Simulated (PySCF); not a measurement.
Unknown compound

Molecular formula: C9H7O2P. Simulated spectra:

1H NMR (600 MHz, computed): δ 8.56 (m, 1H), 8.01 (m, 1H), 7.95 (m, 1H), 7.67 (m, 1H), 2.63 (s, 3H).

13C{1H} NMR (computed): δ 204.7 (C), 193.0 (C), 165.6 (C), 149.6 (C), 136.7 (CH), 135.0 (CH), 128.1 (CH), 120.0 (CH), 27.9 (CH3).

Equivalent nuclei averaged, one computed conformer, relativity neglected, no solvent. Geometry from GFN2-xTB; NMR shieldings at PBE0/pcSseg-1/GIAO; PySCF.

δ = σ(ref) − σ, references computed at the same level: TMS for 1H (σ = 31.72 ppm) and 13C (σ = 186.93 ppm).

Q: What is the structure?

A: 
- 9 carbon signals for 9 carbons: no two carbons are equivalent.
- Carbon types of the structure: 4 × C, 4 × CH, 1 × CH3, which accounts for all hydrogens.
- δC 204.7: substituted aromatic carbon next to the ring oxygen.
- δC 193.0: ketone carbonyl carbon; the double bond to the heteroatom, with no lone-pair donor beside it, deshields it most.
- δC 165.6, 149.6: ring-fusion aromatic carbon.
- δC 136.7, 135.0, 128.1, 120.0: aromatic CH.
- δC 27.9: methyl carbon α to a carbonyl; the adjacent C=O deshields it moderately.
- δH 8.56, 8.01, 7.95, 7.67: hydrogen on an aromatic CH; ring-current deshielding.
- δH 2.63: hydrogen on a methyl carbon α to a carbonyl; α to C=O.

Structure: SMILES CC(=O)c1oc2ccccc2p1.

The data come from this structure; uniqueness wasn't tested.

Splittings by 31P in the carbon and heteronuclear signals aren't shown, as no couplings were computed. Shifts are as computed. Against solution values, carbons near 30 ppm lie about +3 ppm off and those near 130 ppm about +5 ppm. Of 1211 compounds with measured shifts, 218 miss one by over three times the rms of a fit or turn the order of signals round; such compounds aren't used in these exercises. Multiplicities follow the n + 1 count of equivalent neighbours, as no J values were calculated; m marks all less simple cases, F and P coupling included.
